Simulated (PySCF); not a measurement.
**Dipole response of Hg⁺ (mercury, charge +1)**

[Xe] 4f14 5d10 6s1, 2S determinant. Calculation: PySCF 2.14, in aug-cc-pwCVTZ-PP with ECP60MDF (8s8p7d4f3g, 122 functions); a scalar-relativistic core potential. Coupled (time-dependent) response in atomic units; α is the mean over directions.

```csv
method,mean α (bohr³),C₆ (like pair),S(−4)
wB97M-V,20.70,153.1,187.5
```

S(−4) is the Cauchy moment in α(ω) = α(0) + S(−4) ω² + …

α(iu) at wB97M-V:

| u (hartree) | α(iu) (bohr³) |
| --- | --- |
| 0 | 20.70 |
| 0.0500 | 20.24 |
| 0.100 | 19.05 |
| 0.200 | 15.85 |
| 0.300 | 13.00 |
| 0.500 | 9.288 |
| 0.750 | 6.748 |
| 1.00 | 5.223 |
| 1.50 | 3.446 |
| 2.00 | 2.452 |
| 3.00 | 1.416 |
| 5.00 | 0.6341 |

A single London oscillator, α(iu) = α/(1 + u²/ω²), gives C₆ = (3/4) ω α². Matching the computed C₆ needs ω = 4 × 153.1 / (3 × 20.70²) = 0.476 hartree.

For an ion, C₆ is the dispersion term alone; charge-induced terms of lower order in 1/R come first.

Energies and moments cover only the electrons outside the core potential. Spin-orbit coupling, which splits the p, d and f shells strongly at this Z, is absent.
